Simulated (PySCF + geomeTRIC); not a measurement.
Method: TPSS-D3(BJ)/def2-SVP in PySCF + geomeTRIC. fastk is a local helper that only speeds up exchange builds. No frequencies were computed at this level.

```python
import json, numpy as np
from pyscf import gto, dft
from fastk import lowrank_exchange
atoms = """
Zn     0.000000    -0.000000     0.000000
Br     2.261745     0.045448     0.292093
Br    -2.261744    -0.045449    -0.292093
"""
def scf(charge, spin, dm0=None):
    mol = gto.M(atom=atoms, basis='def2-svp', ecp={}, charge=charge, spin=spin, verbose=3, max_memory=3360)
    mf = dft.KS(mol, xc='tpss').density_fit(auxbasis="def2-universal-jkfit")
    mf.disp = 'd3bj'
    mf.grids.level = 3
    mf.conv_tol = 1e-8
    mf.max_cycle = 120
    mf.level_shift = 0.25
    mf.kernel(dm0)
    if not mf.converged:
        mf = mf.newton().run(mf.mo_coeff, mf.mo_occ).undo_soscf()
    return mf
mf = scf(0, 0)
from pyscf.geomopt.geometric_solver import kernel as optimize
path = []
done, mol = optimize(mf, maxsteps=120, assert_convergence=False, callback=lambda env: path.append((env["energy"], bool(env["g_scanner"].converged))))
res = dict(converged=bool(done and path[-1][1]), energy=path[-1][0], path=[e for e, c in path], xyz=mol.atom_coords(unit="Angstrom").tolist(), nao=mol.nao)
json.dump(res, open("result.json", "w"))
```

Output:

```
converged SCF energy = -6926.77653355507
Geometry optimization cycle 1
converged SCF energy = -6926.77653355417
cycle 1: E = -6926.77653355  dE = -6926.78  norm(grad) = 0.0150066
Geometry optimization cycle 2
converged SCF energy = -6926.77743266803
cycle 2: E = -6926.77743267  dE = -0.000899114  norm(grad) = 0.00314784
Geometry optimization cycle 3
converged SCF energy = -6926.77746888207
cycle 3: E = -6926.77746888  dE = -3.6214e-05  norm(grad) = 0.000335358
Geometry optimization cycle 4
converged SCF energy = -6926.77746938487
cycle 4: E = -6926.77746938  dE = -5.02802e-07  norm(grad) = 2.6216e-05
<class 'geometric.internal.Distance'> : 2
<class 'geometric.internal.LinearAngle'> : 2
<class 'geometric.internal.TranslationX'> : 1
<class 'geometric.internal.TranslationY'> : 1
<class 'geometric.internal.TranslationZ'> : 1
<class 'geometric.internal.RotationA'> : 1
<class 'geometric.internal.RotationB'> : 1
<class 'geometric.internal.RotationC'> : 1
Step    0 : Gradient = 8.664e-03/1.061e-02 (rms/max) Energy = -6926.7765335542
Step    1 : Displace = 2.981e-02/3.652e-02 (rms/max) Trust = 1.000e-01 (=) Grad = 1.817e-03/2.226e-03 (rms/max) E (change) = -6926.7774326680 (-8.991e-04) Quality = 1.228
Step    2 : Displace = 7.915e-03/9.694e-03 (rms/max) Trust = 1.414e-01 (+) Grad = 1.936e-04/2.371e-04 (rms/max) E (change) = -6926.7774688821 (-3.621e-05) Quality = 0.887
Step    3 : Displace = 7.549e-04/9.246e-04 (rms/max) Trust = 2.000e-01 (+) Grad = 1.514e-05/1.854e-05 (rms/max) E (change) = -6926.7774693849 (-5.028e-07) Quality = 1.162
Converged! =D
```

Cost: roughly 50 core-seconds.
